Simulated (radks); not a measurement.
Ru, configuration [Kr] 4d6 5s1 5p1 (not the ground configuration).

Method: scalar-relativistic Kohn-Sham, PBEsol, spin-unpolarised, spherical densities, finite nucleus; Fermi nuclear charge, rms radius 4.4809 fm; computed with a radial shooting solver on a logarithmic mesh with Libxc functionals.

Energy parts (hartree):
part                        energy
total                  -4528.15011
kinetic                 4682.03490
electron-nucleus      -10918.32896
Hartree                 1838.93777
exchange-correlation    -130.79382

Orbitals (lengths in bohr, moments of r in powers of bohr; r(max) is where P^2 peaks):
orbital,occ.,eigenvalue (hartree),<r^2>,r(max)
1s,2,-805.8625,0.001511,0.02173
2s,2,-116.0385,0.02503,0.1230
2p,6,-103.9682,0.01970,0.09825
3s,2,-20.57924,0.1859,0.3618
3p,6,-16.61311,0.1891,0.3550
3d,10,-10.22592,0.1768,0.3009
4s,2,-2.98380,1.169,0.9129
4p,6,-1.87844,1.441,0.9804
4d,6,-0.33635,3.086,1.196
5s,1,-0.22842,11.13,2.592
5p,1,-0.07727,22.51,3.450

The highest occupied level is 5p at -2.103 eV. The density falls to 0.001 e/bohr^3 at r = 4.87 bohr.
